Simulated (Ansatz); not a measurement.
A further run on the cluster TeAs2⁺.

```yaml
crystal:
  periodic: [false, false, false]
  atoms:
    - {symbol: As, position_ang: [-0.744500, -1.157993, 0.168189]}
    - {symbol: As, position_ang: [0.013762, 0.786745, 1.142044]}
    - {symbol: Te, position_ang: [0.730739, 0.371248, -1.310233]}
basis:
  gaussian: {orbitals: x2c-TZVPPall}
total_charge: 1
magnetization: {spin_polarized: true, initial_magnetization: 1}
hamiltonian: {xc: {name: CAM-B3LYP}, dispersion: d3bj}
scf: {omitted_lower_state_checks: [starts]}
output: {forces: true}
```

```sh
$ ansatz run in.yaml --threads 2 --pin off --events-out ev --progress --plain --max-ram 4352MiB
```

Output, abridged:

```
Functional definition: CAM-B3LYP
1247 factors; integrals over basis functions are off by at most 8.0e-4 eV
220 factors; integrals over basis functions are off by at most 3.2e-5 eV
mean field evaluation 1: about -307919.8397 eV, gradient 1.2e1 eV
mean field evaluation 2: about -307920.0861 eV, gradient 1.1e1 eV
mean field evaluation 4: about -307920.4462 eV, gradient 5.9e-1 eV
mean field evaluation 8: about -307920.4554 eV, gradient 7.2e-2 eV
mean field evaluation 16: about -307920.4556 eV, gradient 7.3e-4 eV
mean field -307920.45561841 eV, -11315.8680279953 hartree, gradient 8.3e-6 eV, S^2 0.755316; 0 other end points of the search recorded, 0 dependent functions left out
reference -307920.45571475 eV, -11315.8680315358 hartree; 59, 58 occupied and 97, 98 virtual orbitals, 1247 factors
Total energy: -307920.60916732 eV, -11315.8736708138 hartree
Relativity: scalar
Atom 0 at    -0.744500    -1.157993     0.168189 Å, force     0.439536     0.866536     0.174348 eV/Å
Atom 1 at     0.013762     0.786745     1.142044 Å, force    -0.186022    -0.737681    -0.628816 eV/Å
Atom 2 at     0.730739     0.371248    -1.310233 Å, force    -0.253513    -0.128855     0.454468 eV/Å
Dipole moment:    -0.078435    -0.039841     0.140647 e Å
Checks for a lower state left out: starts
```

It took 22 s on 2 threads of Arm Neoverse V1 on a shared host, peak host memory 0.82 GiB.

DK, ANO-RCC and x2c sets are all-electron and run with scalar relativity unless a key says otherwise.

The dipole of an ion depends on the origin.
